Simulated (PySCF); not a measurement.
## KCl: one state, many levels of theory

State: ¹Σ⁺ (singlet), closed shell. Set-up: PySCF, no relativity, basis sets K def2-TZVPP, Cl def2-TZVPP. De refers to K + Cl in their high-spin ground configurations, without counterpoise correction. A positive dipole means K(−)Cl(+).

```tsv
Level	Re (Å)	ωe (cm⁻¹)	De (eV)	μ (D)	CPU s a point (SCF and correlation, without the integrals)
RHF	2.750	267	3.19	-11.00	0.28
RHF-MP2	2.706	278	4.23	n/a	0.48
RHF-SCS-MP2	2.716	276	4.16	n/a	n/a
RHF-CCSD	2.716	277	4.01	n/a	n/a
RHF-CCSD(T)	2.713	277	4.08	n/a	8.1
PBE	2.689	272	4.23	-9.84	1.4
PBEsol	2.663	279	4.39	-9.76	0.94
r²SCAN	2.695	277	4.37	-10.29	2
TPSSh	2.692	274	4.32	-10.16	2.3
PBE0	2.684	277	4.21	-10.18	2.8
r²SCAN0	2.690	279	4.29	-10.41	2.2
HSE06	2.684	278	4.21	-10.16	2
MN15	2.690	273	4.41	-10.42	2.4
```

Question: Which functional lies closest to RHF-CCSD(T) in De, which farthest, and by how much do they differ from it?

Answer: Closest is PBE0 (-2.9 pm in Re, +0.0 % in ωe, +0.13 eV in De against RHF-CCSD(T) in the same basis), farthest MN15 (-2.3 pm in Re, -1.4 % in ωe, +0.33 eV in De). CCSD(T) converges more slowly with the basis than the functionals do and binds too weakly in this one, so the order can change at the basis-set limit.

Question: What does a quarter of exact exchange do here, going from PBE to PBE0?

Answer: PBE0 less PBE: -0.5 pm in Re, +1.8 % in ωe, -0.02 eV in De. Exact exchange removes part of the self-interaction that spreads semilocal densities, and in most molecules shortens and stiffens the bond and lowers De; so it does here.

Question: What does a quarter of exact exchange do here, going from r²SCAN to r²SCAN0?

Answer: r²SCAN0 less r²SCAN: -0.5 pm in Re, +0.7 % in ωe, -0.08 eV in De. Exact exchange removes part of the self-interaction that spreads semilocal densities, and in most molecules shortens and stiffens the bond and lowers De; so it does here.

Correlated steps freeze 10 core orbitals. Where the molecule has an RHF reference, its open-shell atoms are computed with UHF.

The whole job (state search and all levels along the bond) took about 5.1 min on 1 thread of Arm Neoverse N1 (shared host), peak memory 1.2 GiB.
